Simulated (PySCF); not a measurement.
## Electron correlation in Cl²⁺ (chlorine, charge +2)

[Ne] 3s2 3p3, high-spin 4S determinant. All numbers are calculated (PySCF 2.14, the spin-free X2C one-electron Hamiltonian (Gaussian nucleus), in cc-pVTZ-DK). Frozen: [Ne]; 5 electrons correlated.

MP2 pair energies summed by pair of shells (mhartree):

```
 pair  energy  share (%)
3s-3p  -63.41       66.4
3p-3p  -22.11       23.2
3s-3s   -9.98       10.4
```

Total MP2 correlation energy: -95.49 mhartree.

Same-spin part -25.49 and opposite-spin part -70.00 mhartree; SCS-MP2 scales them by 1/3 and 6/5 to -92.50 mhartree.

| level | correlation energy (mhartree) |
| --- | --- |
| CCSD | -115.66 |
| (T) | -3.16 |
| CCSD(T) | -118.82 |

Diagnostics: T1 = 0.0028, D1 = 0.0075, largest double amplitude 0.060.

Cost of the coupled-cluster step: 0.16 s of wall time on 1 thread of AMD EPYC 9R45 96-Core Processor (shared host), for 5 correlated electrons.
